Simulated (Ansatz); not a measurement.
HI, charge -1, doublet, at the geometry of the source list (a state made from the parent by changing its charge; the spin is typed, not shown lowest) (all electrons, no relativity) (a gas-phase anion, which may not be bound at this level). Base run: PBE/3-21G in Ansatz (a program for electronic structure).

Ansatz was given this input:
Ansatz 0.2 input:
```yaml
crystal:
  periodic: [false, false, false]
  atoms:
    - {symbol: I, position_ang: [0.78500000, 0.00000000, 0.00000000]}
    - {symbol: H, position_ang: [-0.78500000, 0.00000000, 0.00000000]}
basis:
  gaussian:
    orbitals: 3-21G.json
hamiltonian:
  xc: pbe
total_charge: -1
magnetization: {spin_polarized: true, initial_magnetization: 1}
```
The basis file holds 3-21G in the JSON format of the Basis Set Exchange.

The base run was repeated with changes; each row names its change, and settings that it needs were set with it.

```json
[
 {"change": "base", "basis functions": "35", "E (Eh)": "-6890.44040"},
 {"change": "basis = x2c-SVPall; relativity = spin-free X2C; nucleus = Gaussian", "basis functions": "41", "E (Eh)": "-7114.89493"},
 {"change": "basis = ANO-RCC-VDZP; relativity = spin-free X2C; nucleus = Gaussian", "basis functions": "48", "E (Eh)": "-7115.51103"},
 {"change": "basis = x2c-SVPall; relativity = none", "basis functions": "41", "E (Eh)": "-6727.65033"},
 {"change": "basis = jorge-DZP-DKH; relativity = spin-free X2C", "basis functions": "53", "E (Eh)": "-7110.17451"},
 {"change": "basis = ANO-RCC-VDZP; relativity = spin-free X2C", "basis functions": "48", "E (Eh)": "-7115.74947"},
 {"change": "basis = jorge-DZP-DKH; relativity = spin-free X2C; nucleus = Gaussian", "basis functions": "53", "E (Eh)": "-7109.97223"},
 {"change": "basis = jorge-DZP-DKH; relativity = none", "basis functions": "53", "E (Eh)": "-6844.22766"},
 {"change": "basis = ANO-RCC-VDZP; relativity = none", "basis functions": "48", "E (Eh)": "-6677.62121"},
 {"change": "basis = x2c-SVPall; relativity = spin-free X2C", "basis functions": "41", "E (Eh)": "-7115.07334"}
]
```

Absolute energies of different levels of theory aren't comparable as measures of quality.

Ansatz warned in this series: the basis is contracted for relativity, which the run leaves out.

A gas-phase anion may not be bound at this level; its values then depend on the basis.

Basis sets contracted for a relativistic Hamiltonian are a mismatch without it, so the rows without relativity aren't non-relativistic limits. No row has spin-orbit coupling; sets with core potentials leave out the core electrons.
